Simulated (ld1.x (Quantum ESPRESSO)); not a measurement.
**Cd: one change to an RRKJ potential, before and after**

```json
{"Element": "Cd (Z = 48)", "Generator": "ld1.x (Quantum ESPRESSO) 7.5", "Type": "norm-conserving RRKJ (Kleinman–Bylander form)", "Functional": "revPBE", "Relativity": "scalar-relativistic", "Frozen core": "[Kr] 4d10", "Valence charge": "2", "Reference configuration": "5s2 5p0", "Partial waves": "5p (bound, empty): rc 3.60 bohr; 5d channel at 0.15 Ry: rc 3.05 bohr; 5s (bound): rc 1.65 bohr", "Local potential": "the s channel", "Core correction": "none"}
```

All-electron outer shells of the reference configuration (revPBE, scalar-relativistic, ld1.x):

```tsv
shell	level (eV)	outermost node (bohr)	outermost maximum (bohr)
4p	-66.93	0.43	0.84
4d	-11.69	0.42	0.98
5s	-5.56	1.07	2.35
5p	-1.14	1.20	3.37
```

Change: wave 5p (bound): rc 3.60 bohr becomes 5p (bound): rc 3.72 bohr.

Cutoffs: the cutoffs (Ry, on a coarse ladder) from which the occupation-weighted sum of valence levels, in a spherical-Bessel basis at the reference potential, stays within 10 and 1 mRy of its value at 400 Ry; they do not see the model core or the augmentation charge, which bear on the density cutoff. Errors are all-electron minus pseudo energies relative to the spin-unpolarised reference configuration.

Problem. How do hardness, ghosts and transferability respond?

Solution. The potential gets neither clearly harder nor softer (30 Ry and 80 Ry → 30 Ry and 80 Ry); both files keep a bound ghost (d); the errors of the 5 common tests hardly move.

```csv
quantity,base,changed
"cutoff, loose",30 Ry,30 Ry
"cutoff, tight",80 Ry,80 Ry
bound ghosts,d,d
"error for 5s1 5p0, meV [ΔE 9.15 eV]",+19,+19
"error for 5s1.5 5p0, meV [ΔE 3.65 eV]",+0.3,+0.3
"error for 5s1 5p1, meV [ΔE 4.64 eV]",+29,+30
"error for 5s0 5p1, meV [ΔE 14.90 eV]",+144,+147
"error for 5s0 5p2, meV [ΔE 9.61 eV]",+206,+210
```

 A true bound ghost makes a file unfit for plane-wave use even where its test errors are small: the radial tests pick states by their node count and pass the ghost by.
